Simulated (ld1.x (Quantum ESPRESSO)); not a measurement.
## Pseudopotential generation for Ca: ultrasoft, BLYP, scalar-relativistic.

calcium, ultrasoft, made with ld1.x (Quantum ESPRESSO) 7.5 (BLYP, scalar-relativistic). Core [Ne], reference 3s2 3p6 3d0 4s0 4p0 (charge +2). Waves: 3s (bound): rcut 1.55, rcutus 2.05 bohr; 4s (bound, empty): rcut 1.55, rcutus 2.05 bohr; 3p (bound): rcut 1.70, rcutus 1.90 bohr; 4p (bound, empty): rcut 1.70, rcutus 1.90 bohr; 3d (bound, empty): rcut 2.05, rcutus 2.75 bohr; 3d channel at -0.75 Ry: rcut 2.05, rcutus 2.75 bohr. Local part: all-electron potential smoothed inside 2.55 bohr (lloc = -1). Core correction: Bessel-smoothed model core inside 1.80 bohr. Augmentation charge: built from norm-conserving waves at rcut, not smoothed further.

Poles of the logarithmic derivatives, all-electron (AE) and pseudo (PS). s: poles at -4.5, 0.7 (AE) and -4.5, -0.0, 2.4 (PS) Ry. p: poles at -3.1, 1.5 (AE) and -3.1, -1.4, 3.1 (PS) Ry. d: poles at -0.9, 2.6 (AE) and -0.9, 2.9 (PS) Ry. Test radius 3.00 bohr.

* Configuration tests: test run stopped at test 1 of 7 (negative rho)
* Lowest eigenvalue of the overlap operator: 0.12 (s channel)

A Bessel basis up to 400 Ry misses an occupied level by 0.51 Ry, so cutoffs and ghosts were not judged.
